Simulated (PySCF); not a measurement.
```xyz
3
charge 0 multiplicity 2, angstrom
Sc    0.0389    0.0000    0.0000
H    -0.8668    1.5807    0.0000
H    -0.8668   -1.5807    0.0000
```

Level of theory: UPBE0/[Sc def2-TZVP, H def2-TZVP], no relativity, density fitting, PySCF.

This geometry of ScH2 is a stationary point at this level.

(1) What is the point group?

(2) Is it a minimum?

(3) Which band is strongest in the infrared?

(4) Give the atomic charges and bond orders.

Answers

(1) C2v.

(2) Yes: all harmonic wavenumbers are real.

(3) 1510 cm⁻¹ (a1), 630 km/mol.

(4) 
```
atom  Mulliken  Löwdin  polar tensor  spin (Mulliken)  Mayer order to Sc1
 Sc1      0.44    0.38          1.02             1.07                   –
H2,3     -0.22   -0.19         -0.51            -0.03                0.94
```

Other isomers or separated fragments may lie lower. With open d or f shells other occupations or spin states may lie lower.
